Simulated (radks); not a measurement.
Problem. Radial electron density D(r) = 4 pi r^2 rho(r) of an atom or ion with 31 electrons. All-electron calculation, scalar-relativistic Kohn-Sham, r2SCAN, spin-unpolarised, spherical densities, finite nucleus; meta-GGA in the generalised Kohn-Sham scheme; Fermi nuclear charge, rms radius of each element as measured or else 0.836 A^(1/3) + 0.57 fm. Program: a radial shooting solver on a logarithmic mesh with Libxc functionals.

```
   r/bohr * D(r) (the largest magnitude, 123, reaches the edge; | marks zero)
 0.002148 |       *
 0.002422 |         *
 0.002731 |          *
 0.003079 |            *
 0.003472 |              *
 0.003914 |                 *
 0.004413 |                    *
 0.004976 |                      *
  0.00561 |                         *
 0.006326 |                            *
 0.007132 |                               *
 0.008042 |                                  *
 0.009067 |                                     *
  0.01022 |                                       *
  0.01153 |                                        *
    0.013 |                                         *
  0.01465 |                                         *
  0.01652 |                                        *
  0.01863 |                                      *
    0.021 |                                     *
  0.02368 |                                    *
   0.0267 |                                   *
   0.0301 |                                    *
  0.03394 |                                      *
  0.03827 |                                          *
  0.04315 |                                              *
  0.04865 |                                                  *
  0.05485 |                                                     *
  0.06185 |                                                      *
  0.06973 |                                                     *
  0.07862 |                                                 *
  0.08864 |                                            *
  0.09995 |                                        *
   0.1127 |                                       *
   0.1271 |                                       *
   0.1433 |                                          *
   0.1615 |                                             *
   0.1821 |                                             *
   0.2053 |                                          *
   0.2315 |                                   *
    0.261 |                          *
   0.2943 |                 *
   0.3318 |           *
   0.3741 |       *
   0.4218 |     *
   0.4756 |    *
   0.5363 |  *
   0.6046 | *
   0.6817 |*
   0.7686 *
   0.8667 *
   0.9771 *
    1.102 *
    1.242 *
```

What is the nuclear charge?

Solution. Z = 69. The innermost maximum, from 1s, lies near gamma/Z bohr with gamma = sqrt(1 - (Z/c)^2) = 0.864, here 0.0125 bohr (found: 0.0136), and its height grows with Z. The density is that of the thulium ion Tm38+ in [Ar] 3d10 4s2 4p1; the configuration itself is not fixed sharply by these data, and Z only to a few units. D(r) has 3 maxima, at r = 0.0136, 0.0614, 0.174 bohr, and minima at 0.0265, 0.115 bohr, inside which lie 1.93, 11.17 electrons.
